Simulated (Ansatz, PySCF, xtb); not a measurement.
Gas-phase reaction in SMILES: COC(F)(F)F + 3 C (CH4) + O (H2O) → 3 CF (CH3F) + 2 CO (CH4O) [methanol]
Each molecule is optimised on its own at B3LYP-D3(BJ)/def2-TZVP (Ansatz, a first-principles code), one conformer each, not searched for the lowest. Frequencies are from Ansatz or PySCF.

Wanted: bond separation energy (0 K, with B3LYP-D3(BJ) harmonic zero-point energies), in kJ/mol. Valence correlation only, unless marked. No spin-orbit coupling. Non-relativistic. CBS(X,Y): correlation extrapolated as X^-3; Hartree-Fock from the larger set. The bracket is a focal-point correction in the basis named.

```
level                                                     program  bond separation energy (kJ/mol)
-------------------------------------------------  --------------  -------------------------------
GFN2-xTB                                                      xtb                              ___
HF-D3(BJ)/def2-TZVPD                                PySCF + dftd3                            239.8
HF-D4/def2-TZVPD                                    PySCF + dftd4                            244.2
PBE/def2-TZVPD                                             Ansatz                            233.7
revPBE/def2-TZVPD                                          Ansatz                            219.5
BHLYP-D3(BJ)/def2-TZVPD                            Ansatz + dftd3                              ___
M06-2X/def2-TZVPD                                           PySCF                            242.7
LC-wPBE-D3(BJ)/def2-TZVPD                          Ansatz + dftd3                              ___
B2GP-PLYP-D3(BJ)/def2-TZVPD                        Ansatz + dftd3                            240.9
SCS-MP2/6-31G*                                             Ansatz                            290.5
SCS-MP2/cc-pwCVTZ                                          Ansatz                            253.4
CCSD(T) with core electrons/cc-pwCVTZ                      Ansatz                              ___
RI-MP2/CBS(cc-pVTZ,cc-pVQZ)+[CCSD(T)-MP2]/cc-pVTZ          Ansatz                            246.4
```

### Question
What belongs in the gaps?

### Answer

- GFN2-xTB, bond separation energy (kJ/mol): 169.5
- BHLYP-D3(BJ)/def2-TZVPD, bond separation energy (kJ/mol): 234.5
- LC-wPBE-D3(BJ)/def2-TZVPD, bond separation energy (kJ/mol): 246.0
- CCSD(T) with core electrons/cc-pwCVTZ, bond separation energy (kJ/mol): 265.0
